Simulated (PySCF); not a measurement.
Se(F)(SeH) (FHSe2), SMILES F[Se][SeH]. Atoms are numbered in the order given.

```xyz
4

Se     0.5228     0.4307     0.7493
F      1.6261     1.1879    -0.4358
Se    -0.9477    -0.6877    -0.6125
H     -0.1889    -1.9528    -0.7296
```
Charge 0, spin multiplicity 1.

The structure is a stationary point at B3LYP-D3(BJ)/def2-TZVP. Other conformers were not sampled.

All values below come from HF/pcSseg-2 (PySCF).

GIAO shieldings, no solvent; atoms alike by connectivity are averaged. δ = σ(ref) − σ: ⁷⁷Se against Me2Se (σ = 1901.4 ppm); ¹⁹F against CFCl3 (σ = 237.3 ppm); ¹H against TMS (σ = 31.98 ppm), references at their B3LYP-D3(BJ)/def2-TZVP geometries, non-relativistic.

```json
[
 {"atoms": "Se1", "nucleus": "⁷⁷Se", "count": "1", "δ (ppm)": "1928.4"},
 {"atoms": "Se3", "nucleus": "⁷⁷Se", "count": "1", "δ (ppm)": "(withheld)"},
 {"atoms": "F2", "nucleus": "¹⁹F", "count": "1", "δ (ppm)": "-354.8"},
 {"atoms": "H4", "nucleus": "¹H", "count": "1", "δ (ppm)": "(withheld)"}
]
```

Question: Some entries are withheld; supply them. (Estimate from the structure and the level; the computed values follow.)

Answer: 
- Se3, δ (ppm): 352.3
- H4, δ (ppm): 5.95
